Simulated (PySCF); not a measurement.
**Correlation energy of Br (bromine, neutral)**

[Ar] 3d10 4s1 4p6, 2S determinant (an excited configuration). Computed with PySCF 2.14 in aug-cc-pVTZ-PP with one added diffuse shell each of s, d, f type with ECP10MDF (7s5p5d3f, 68 functions), with scalar relativity through the core potential. Frozen: 3s2 3p6 3d10; 7 electrons correlated.

```csv
level,correlation energy (mhartree)
CCSD,-292.31
(T),-59.16
CCSD(T),-351.47
```

Diagnostics: T1 = 0.028, D1 = 0.0485, largest double amplitude 0.244.

A double-excitation amplitude exceeds 0.15, a sign of near-degeneracy.

Cost of the coupled-cluster step: roughly 4 core-seconds, for 7 correlated electrons.

Iterations:

```
CC2 = 0
CCSD nocc = (np.int64(4), np.int64(3)), nmo = (59, 59)
frozen orbitals [[0, 1, 2, 3, 4, 5, 6, 7, 8], [0, 1, 2, 3, 4, 5, 6, 7, 8]]
max_cycle = 100
direct = 0
conv_tol = 1e-08
conv_tol_normt = 1e-06
diis_space = 8
diis_start_cycle = 0
Init t2, MP2 energy = -0.21306020759685
Init E_corr(UCCSD) = -0.213060207597605
cycle = 1  E_corr(UCCSD) = -0.24186181794156  dE = -0.0288016103  norm(t1,t2) = 0.165191
cycle = 2  E_corr(UCCSD) = -0.259158891467282  dE = -0.0172970735  norm(t1,t2) = 0.123383
cycle = 3  E_corr(UCCSD) = -0.291388452038777  dE = -0.0322295606  norm(t1,t2) = 0.093324
cycle = 4  E_corr(UCCSD) = -0.281267653291223  dE = 0.0101207987  norm(t1,t2) = 0.0327165
cycle = 5  E_corr(UCCSD) = -0.280262740016539  dE = 0.00100491327  norm(t1,t2) = 0.0385474
cycle = 6  E_corr(UCCSD) = -0.289826760230116  dE = -0.00956402021  norm(t1,t2) = 0.0414143
cycle = 7  E_corr(UCCSD) = -0.289277224639433  dE = 0.000549535591  norm(t1,t2) = 0.0130197
cycle = 8  E_corr(UCCSD) = -0.289106163647151  dE = 0.000171060992  norm(t1,t2) = 0.0130752
cycle = 9  E_corr(UCCSD) = -0.292750970556419  dE = -0.00364480691  norm(t1,t2) = 0.0119274
cycle = 10  E_corr(UCCSD) = -0.292188564389627  dE = 0.000562406167  norm(t1,t2) = 0.00258177
cycle = 11  E_corr(UCCSD) = -0.292243953764379  dE = -5.53893748e-05  norm(t1,t2) = 0.00118543
cycle = 12  E_corr(UCCSD) = -0.292335077020617  dE = -9.11232562e-05  norm(t1,t2) = 0.000365401
cycle = 13  E_corr(UCCSD) = -0.292293901318422  dE = 4.11757022e-05  norm(t1,t2) = 0.000201956
cycle = 14  E_corr(UCCSD) = -0.292310577004561  dE = -1.66756861e-05  norm(t1,t2) = 8.88976e-05
cycle = 15  E_corr(UCCSD) = -0.292308282049908  dE = 2.29495465e-06  norm(t1,t2) = 2.6198e-05
cycle = 16  E_corr(UCCSD) = -0.292307882876506  dE = 3.99173402e-07  norm(t1,t2) = 9.48674e-06
cycle = 17  E_corr(UCCSD) = -0.292307880785043  dE = 2.091463e-09  norm(t1,t2) = 2.39737e-06
cycle = 18  E_corr(UCCSD) = -0.292307868302511  dE = 1.24825319e-08  norm(t1,t2) = 3.25297e-07
cycle = 19  E_corr(UCCSD) = -0.292307876331297  dE = -8.02878541e-09  norm(t1,t2) = 1.19312e-07
UCCSD converged
E(UCCSD) = -415.2283049777893  E_corr = -0.2923078763312966
UCCSD(T) correction = -0.0591559655552539
```
